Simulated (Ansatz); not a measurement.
A search over several starts for the lowest SCF solution of SnPt2 at the given spin, in a small basis.

```yaml
crystal:
  periodic: [false, false, false]
  atoms:
    - {symbol: Pt, position_ang: [0.621338, -1.056640, 0.708620]}
    - {symbol: Pt, position_ang: [0.052390, 1.265017, 0.633779]}
    - {symbol: Sn, position_ang: [-0.673718, -0.208377, -1.342399]}
basis:
  gaussian: {orbitals: def2-SVP}
hamiltonian: {xc: pbe0, dispersion: d4}
output: {orbitals: {seedname: orbitals}}
```

```sh
$ ansatz run in.yaml --threads 4 --pin off --events-out ev --progress --plain --max-ram 3916MiB
```

It prints (some lines left out):

```
Functional definition: PBE0
994 factors; integrals over basis functions are off by at most 5.2e-4 eV
mean field evaluation 1: about -12317.1780 eV, gradient 5.9e1 eV
mean field evaluation 2: about -12108.6428 eV, gradient 2.8e2 eV
mean field evaluation 4: about -12326.3770 eV, gradient 1.5e1 eV
mean field evaluation 8: about -12327.1647 eV, gradient 8.8e-1 eV
mean field evaluation 16: about -12327.1669 eV, gradient 1.6e-3 eV
mean field -12327.16694788 eV, -453.0150296808 hartree, gradient 7.4e-5 eV, S^2 0.000000; 0 other end points of the search recorded, 0 dependent functions left out
reference -12327.16697363 eV, -453.0150306271 hartree; 29, 29 occupied and 61, 61 virtual orbitals, 994 factors
Total energy: -12327.29666402 eV, -453.0197966609 hartree
```

Run time 1.4 s (4 threads of Arm Neoverse V2 on a shared host).

In the def2 sets Pt, Sn take a core potential; there is no spin–orbit coupling. The structure comes from a short search, and lower isomers may exist.
